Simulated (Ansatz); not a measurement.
CH₅BrOSi, SMILES `OC[SiH2]Br` from Hartree–Fock to CCSD(T)

```xyz
9

O     0.0403    0.8855   -1.5082
C    -0.1887    0.9036   -0.1125
Si   -0.2136   -0.8273    0.6302
Br    1.7040   -1.7896    0.0064
H     0.8510    0.3929   -1.6739
H    -1.1685    1.3669    0.0429
H     0.5431    1.5295    0.4181
H    -0.2563   -0.8037    2.1132
H    -1.3114   -1.6578    0.0839
```

The species carries charge 0 and has multiplicity 1. Correlated methods include outer-core shells of Br, which these sets cover unevenly. Scalar relativity is left out up to krypton. The structure was optimised at the PBE0-D4/def2-TZVP level. It is one conformer, not always the lowest. Frozen core, restricted reference, Ansatz.

```tsv
basis	HF (Eh)	MP2 corr.
def2-SVP	-2976.52857	-0.65691
def2-TZVPP	-2977.08861	-0.81415
def2-QZVPP	-2977.15254	-1.17330
```

Problem. Estimate the CCSD correlation energy and the (T) correction in each basis where they were run (hartree).

Solution. 
```
     basis  CCSD corr.       (T)
  def2-SVP    -0.69406  -0.01652
def2-TZVPP    -0.84831  -0.03050
```
